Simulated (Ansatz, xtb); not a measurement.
# Isomers of C6H6FN in order of energy

7 gas-phase structures of C6H6FN, from a drawn sample of its isomers (lower ones may exist). Each was relaxed with GFN2-xTB; where two conformers were screened, the lower at r2SCAN-D4/def2-SVP is listed:

A. `C=Cc1cc[nH]c1F`, a singlet
B. `C=Cn1ccc(F)c1`, a singlet
C. `C=Cc1c[nH]cc1F`, a singlet
D. `C=Cc1[nH]ccc1F`, a singlet
E. `C=Cn1cccc1F`, a singlet
F. `C=Cc1c[nH]c(F)c1`, a singlet
G. `C=Cc1ccc(F)[nH]1`, a singlet

Task: Make a reasoned guess at their ranking by r2SCAN-D4/def2-SVP single-point energy.

Result: Calculated order at r2SCAN-D4/def2-SVP: G (0.0), D (0.7), F (2.7), A (2.8), C (3.6), E (8.2), B (8.9) kcal/mol. Less than 1 kcal/mol parts G and D; F and A; A and C; E and B, so the order within those pairs means little.

Energies above the lowest of each column, in kcal/mol; the last columns are at PBE0-D3(BJ)/def2-SVP geometries and were run for some of them only (a dash: not run or not comparable):

| structure | GFN2-xTB | HF/STO-3G | r2SCAN-D4/def2-SVP | PBE0-D3(BJ)/def2-SVP | CCSD(T)/def2-SVP + ΔMP2/def2-TZVPP |
| --- | --- | --- | --- | --- | --- |
| G | 1.2 | 0.0 | 0.0 | 0.0 | 0.0 |
| D | 2.3 | 1.3 | 0.7 | 0.8 | 0.6 |
| F | 3.4 | 1.5 | 2.7 | 2.3 | 1.4 |
| A | 3.8 | 1.1 | 2.8 | 2.4 | 1.7 |
| C | 4.7 | 3.0 | 3.6 | 3.2 | 2.4 |
| E | 0.1 | 2.5 | 8.2 | – | – |
| B | 0.0 | 4.6 | 8.9 | – | – |

CCSD(T)/def2-SVP + ΔMP2/def2-TZVPP puts G lowest of those it was run on, with D within 1 kcal/mol; GFN2-xTB picks B. Some further structures that were screened fall inside this span and aren't listed. Flexible structures stand in one conformer each, not always the lowest. Frequencies (GFN2-xTB) were run for A, C, D, F, G alone. ΔMP2 is the change of the MP2 energy from the smaller to the larger basis.

Over these structures GFN2-xTB departs from r2SCAN-D4/def2-SVP by 3.9 kcal/mol on average once a common shift is removed. A GFN2-xTB relaxation took about 0.067 s and the r2SCAN-D4/def2-SVP energy about 4.2 s on a shared host (Ansatz 0.2.0, xtb 6.7.1).
